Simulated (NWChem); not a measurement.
# BHOCl2; SMILES OB(Cl)Cl

```xyz
5

B      0.3747     0.0315     0.0000
Cl    -0.4738    -1.5177     0.0000
Cl    -0.5386     1.5247     0.0000
O      1.7117     0.0926     0.0000
H      2.1328    -0.7747     0.0000
```
Atoms are numbered in this order, from 1.

All runs: NWChem. Pople sets run with spherical d functions. Coordinates come from a PBE0/def2-SVP optimisation. GIAO values for the isolated, static molecule; σ is the absolute isotropic shielding, δ = σ(reference) − σ with the isolated reference molecule computed at the same levels (11B: boron trifluoride, 1H: tetramethylsilane, 17O: water).

For level PBE/pcSseg-1:

| Quantity | Result |
|---|---|
| δ B1 (ppm) | 22.7 |
| σ Cl2 (ppm) | 753.3 |
| σ Cl3 (ppm) | 772.6 |
| δ O4 (ppm) | 193.2 |
| δ H5 (ppm) | 5.35 |

What are these values for level Hartree-Fock/6-31G*?


| Property | Value |
|---|---|
| δ B1 (ppm) | 28.8 |
| σ Cl2 (ppm) | 880.1 |
| σ Cl3 (ppm) | 889.2 |
| δ O4 (ppm) | 124.1 |
| δ H5 (ppm) | 4.59 |
